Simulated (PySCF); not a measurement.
C₅H₁₄Si₃.
Z-matrix (Å and degrees, PBE0-D3(BJ)/def2-SVP geometry), rows numbered from 1:
```
C 
C   1  1.3404
C   2  1.4655  1  126.21
C   3  1.3468  2  119.29  1   177.69
C   3  1.5005  2  119.12  1     0.63
Si  5  1.9078  3  112.89  2    75.40
Si  6  2.3448  5  109.81  3    33.35
Si  7  2.3463  6  113.72  5   -72.61
H   1  1.0929  2  122.43  3     0.40
H   1  1.0923  2  120.88  3  -179.48
H   2  1.0954  1  118.67  3   179.62
H   4  1.0930  3  121.62  2  -179.67
H   4  1.0931  3  121.02  2     0.18
H   5  1.1028  3  111.54  2   -47.83
H   5  1.1008  3  109.82  2  -166.21
H   6  1.4969  5  112.10  3   -87.83
H   6  1.4983  5  108.83  3   153.87
H   7  1.5005  6  107.77  5   168.85
H   7  1.4984  6  110.46  5    51.57
H   8  1.4928  7  112.03  6    76.65
H   8  1.4954  7  110.14  6   -45.04
H   8  1.4976  7  109.07  6  -163.69
```

Level: PBE0/pcSseg-1 in PySCF, non-relativistic, on one gas-phase PBE0-D3(BJ)/def2-SVP geometry that isn't relaxed in the solvent. The solvent is an IEF-PCM continuum (cavity from Bondi-type radii × 1.2). Only the electrostatic response of the medium enters.

```csv
run,E − E(gas) (kJ/mol),HOMO (eV),HOMO–LUMO gap (eV),dipole (D)
gas,0.00,-6.84,5.75,0.93
P,-9.59,-6.71,5.75,1.17
Q,-7.88,-6.72,5.75,1.13
```

Problem. The runs were made in methanol and tetrahydrofuran. Which run belongs to which solvent?

Solution. P = methanol, Q = tetrahydrofuran. The dielectric constants are 7.426 (tetrahydrofuran), 32.61 (methanol), and the energy falls further as ε rises. In this model the ground state sees the solvent through ε alone.

Problem. How constant is the ratio of the lowering to (ε − 1)/(2ε + 1)?

Solution. 
```csv
solvent,(ε − 1)/(2ε + 1),E − E(gas) (kJ/mol),ratio (kJ/mol),polarisation term (kJ/mol)
tetrahydrofuran,0.405,-7.88,-19.4,-8.44
methanol,0.477,-9.59,-20.1,-10.44
```

The ratio changes by +3.3 % in size from tetrahydrofuran to methanol. The polarisation term is half the interaction of the solute with the induced surface charges.
